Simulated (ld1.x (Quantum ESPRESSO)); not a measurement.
# Reading a pseudo-wave (Sn (Z = 50))

Columns: radius, all-electron u(r) and pseudo u(r) of the 5p shell (level -3.71 eV) of tin in the configuration [Kr] 4d10 5s2 5p2; PBEsol, scalar-relativistic, TM scheme, ld1.x (Quantum ESPRESSO) 7.5.

```tsv
r (bohr)	all-electron	pseudo
0.115	0.0320	-0.0019
0.230	-0.1590	-0.0076
0.345	-0.0755	-0.0172
0.460	0.0989	-0.0310
0.575	0.2209	-0.0491
0.690	0.2571	-0.0719
0.805	0.2233	-0.0996
0.920	0.1460	-0.1324
1.035	0.0479	-0.1704
1.150	-0.0556	-0.2133
1.265	-0.1552	-0.2602
1.380	-0.2459	-0.3100
1.495	-0.3256	-0.3608
1.610	-0.3935	-0.4106
1.725	-0.4500	-0.4571
1.840	-0.4960	-0.4983
1.955	-0.5323	-0.5328
2.070	-0.5601	-0.5602
2.185	-0.5804	-0.5804
2.300	-0.5941	-0.5941
2.415	-0.6021	-0.6021
2.530	-0.6052	-0.6052
2.645	-0.6041	-0.6041
2.760	-0.5995	-0.5995
2.875	-0.5920	-0.5920
2.990	-0.5820	-0.5820
```

Q: How many radial nodes do the two functions have?

A: The all-electron 5p function has n − l − 1 = 3; the pseudo-wave has 0, since the states of the same l below it are removed with the core.

Q: At about which radius was the pseudo-wave matched?

A: 2.30 bohr. The columns agree to 0.0005 from 2.07 bohr on; several derivatives are matched, so the curves merge somewhat inside the radius.

Q: Is the pseudo-wave norm-conserving?

A: Yes: the TM scheme keeps the norm inside the radius equal to the all-electron one, which fixes the energy derivative of the logarithmic derivative at the level.
